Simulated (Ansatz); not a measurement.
Process, species as SMILES: ClBr (Cl-Br) → Cl atom + Br atom
B3LYP-D3(BJ)/def2-TZVP geometries, fixed; electronic energies without zero-point terms.

Basis-set convergence of the bond dissociation energy at wB97M-V with Ansatz (a quantum-chemistry and plane-wave program). All functions are spherical. The program fits the integrals of some runs and decomposes those of others, by size. Open shells are unrestricted. The functional holds VV10 correlation; no added dispersion term, no relativity. Functions are those of the species that has most. Reference: the value in aug-cc-pV(5+d)Z, 55.37 kcal/mol, itself unsure by roughly 0.04 kcal/mol (its mean distance from pcseg-4, aug-pcseg-3, aug-cc-pV(Q+d)Z).

```csv
basis,functions,bond dissociation energy (kcal/mol)
pcseg-1,45,[?]
def2-SVP,50,[?]
cc-pV(T+d)Z,82,54.77
def2-TZVP,85,[?]
def2-TZVPP,90,[?]
def2-TZVPPD,108,54.95
aug-pcseg-2,109,54.76
pcseg-3,132,55.32
def2-QZVP,145,55.32
def2-QZVPP,159,55.39
aug-cc-pV(Q+d)Z,182,55.30
cc-pV(5+d)Z,204,55.37
pcseg-4,216,55.42
```

Task: What belongs in the gaps?

Result: 
- pcseg-1, bond dissociation energy (kcal/mol): 49.27
- def2-SVP, bond dissociation energy (kcal/mol): 51.75
- def2-TZVP, bond dissociation energy (kcal/mol): 54.79
- def2-TZVPP, bond dissociation energy (kcal/mol): 54.82
